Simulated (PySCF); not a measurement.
SMILES O=C[SiH2]c1cccs1 (GFN2-xTB optimised geometry):

```
14

O     -0.519    -3.662    -0.261
C     -0.553    -2.661     0.407
Si    -1.598    -1.110    -0.029
C     -0.402     0.331     0.000
C      0.965     0.331     0.000
C      1.535     1.620     0.000
C      0.594     2.600    -0.003
S     -1.000     1.964    -0.005
H      0.040    -2.624     1.348
H     -2.215    -1.281    -1.342
H     -2.594    -0.952     1.037
H      1.546    -0.575    -0.001
H      2.594     1.808     0.002
H      0.738     3.662    -0.002
```

Calculation: PySCF 2.14.0 with PBE0/def2-TZVP.

**Question.** What are the frontier orbital energies and the dipole moment?

**Answer.** HOMO-2 -7.59 eV, HOMO-1 -7.22 eV, HOMO -7.05 eV, LUMO -1.64 eV, LUMO+1 -1.03 eV; dipole moment 2.79 D.

Meta-Löwdin charges at PBE0/def2-TZVP: O1 -0.35, C2 0.07, Si3 0.58, C4 -0.37, C5 -0.14, C6 -0.15, C7 -0.26, S8 0.30, H9 0.07, H10 -0.08, H11 -0.08, H12 0.13, H13 0.14, H14 0.15.
